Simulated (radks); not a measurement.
Neutral lithium inside a hard spherical wall (all orbitals vanish at R), configuration held at [He] 2s1 and not refilled when levels cross. Method: non-relativistic Kohn-Sham, PBEsol, spin-unpolarised, spherical densities, point nucleus; without spin polarisation the odd electron is poorly described; computed with a radial shooting solver on a logarithmic mesh with Libxc functionals. Eigenvalues in eV, with the zero of energy where the potential of the charges vanishes at infinity; a dash marks a level that is unbound or too diffuse for the functional's potential to be trusted. A positive occupied level is held by the wall or, in an anion where self-interaction has pushed it up, behind a barrier. The pressure on the wall is -dE/dV.

R (bohr)  E (hartree)  kinetic (hartree)    e(1s)   e(2s)  e(2p, empty)  e(3s, empty)  pressure (GPa)
free         -7.38701              7.327  -51.368  -2.822        -1.056             -               0
15           -7.38698              7.327  -51.363  -2.819        -1.042         0.484        0.000210
12           -7.38670              7.330  -51.317  -2.791        -0.974         1.267         0.00429
10           -7.38535              7.339  -51.170  -2.696        -0.796         2.543          0.0319
7            -7.36843              7.410  -50.208  -1.890         0.349         8.378           0.708
6            -7.34557              7.484  -49.413  -0.998         1.427        13.298            2.18
5            -7.29228              7.630  -48.130   0.877         3.440        22.275            7.53
4            -7.15712              7.949  -45.983   5.265         7.521        40.454            31.4
3.5          -7.01402              8.258  -44.340   9.716        11.204        56.991            71.7
2            -5.12430             11.826  -32.218  64.200        47.006        220.27            1990
1.5          -2.15583             16.873  -17.707  142.14        91.924        424.53           10300
